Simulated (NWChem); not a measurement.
## Extrapolating the UMP2 correlation energy of FS

```
S
F 1 1.6282
```
Charge 0, spin multiplicity 2.

Program: NWChem. Structure: optimised with UB3LYP/def2-SVP, a minimum by its harmonic frequencies.

The correlated methods keep 6 core orbitals frozen. The structure started from a generated list of species. The unpaired electrons of the parent sit in orbitals of symmetry b1 (C2v labels of the run); other states weren't searched. The stability of the SCF solutions was not checked. Open-shell Hartree-Fock references start from PBE0 orbitals; any time given for them includes that run.

Worked example. The UMP2 correlation energy is -395.43 mHa in cc-pVTZ and -432.73 mHa in cc-pVQZ. The form E(X) = E∞ + A/X³ turns the pair into an estimate of the basis-set limit.

E∞ = (4³·(-432.73) − 3³·(-395.43))/(4³ − 3³) = -459.9 mHa. The larger basis holds 94 % of that, at about 6 times the processor time of the smaller one. This is a two-point estimate.
